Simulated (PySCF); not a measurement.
**NaTe and its ions**

PBE0; basis Na aug-cc-pVDZ, Te aug-cc-pVDZ-PP with ECP28; scalar-relativistic core potentials; PySCF 2.14. Neutral (UKS): doublet (π ↑), Re = 2.816 Å, ωe = 231 cm⁻¹, De = 2.13 eV, HOMO -4.75 eV, LUMO -2.81 eV.

NaTe⁻ (UKS): singlet (closed shell), Re = 2.726 Å, ωe = 249 cm⁻¹, De = 1.41 eV to Na + Te⁻. The energies at the minima are -430.24160 hartree for NaTe and -430.28973 for NaTe⁻.

Task: Work out the adiabatic electron affinity, without and with harmonic zero-point energies (1 hartree = 27.2114 eV, 1 eV = 8065.5 cm⁻¹), and the change of the bond length.

Result: At PBE0: 0.04813 hartree = 1.310 eV between the minima; the zero-point term (231.0 − 249.0)/2 cm⁻¹ = -0.001 eV makes it 1.309 eV. Re changes by -9.0 pm against the neutral. The electron enters a π orbital; in so polar a molecule the change of length follows mostly from the change of the ionic charges.

Spin–orbit coupling is left out, which matters for elements this heavy, above all for dissociation energies. For an ion De counts to the pair picked by the measured ionisation energies or electron affinities, which need not be the lowest pair at this level. The highest Kohn–Sham level is positive in this anion. Much of that is self-interaction error, but it also means that the finite basis helps to hold the extra electron. States were picked by a PBE0 search and need not be the measured ground states.
